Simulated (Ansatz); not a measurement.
System: H3SiO, charge 0, doublet. H3SiO (SMILES O[SiH2], doublet).
B3LYP-D3(BJ)/def2-TZVP minimum from Ansatz (a quantum-chemistry and plane-wave program):
```
Si
O 1 1.6585
H 2 0.9610 1 118.01
H 1 1.4847 2 105.38 3 -170.62
H 1 1.4946 4 110.37 2 -119.93
```
Charge 0, spin multiplicity 2.

Total energies in cc-pV(D+d)Z, 13 correlated electrons, 6 frozen orbitals. UHF or UKS for unpaired electrons; spin-orbit terms are left out. Correlated methods leave the cores frozen. No relativity.

```
method    program  energy (Eh)  minus CCSDT(Q) (mEh)
--------  -------  -----------  --------------------
HF         Ansatz   -365.53988                307.10
MP2        Ansatz   -365.81541                 31.57
CCSD       Ansatz   -365.83938                  7.60
CCSD(T)    Ansatz   -365.84562                  1.36
CCSDT(Q)   Ansatz   -365.84698                  0.00
```

Rough core times of Ansatz's runs on a shared machine: CCSD(T) under 20 s, CCSDT(Q) 3 min.
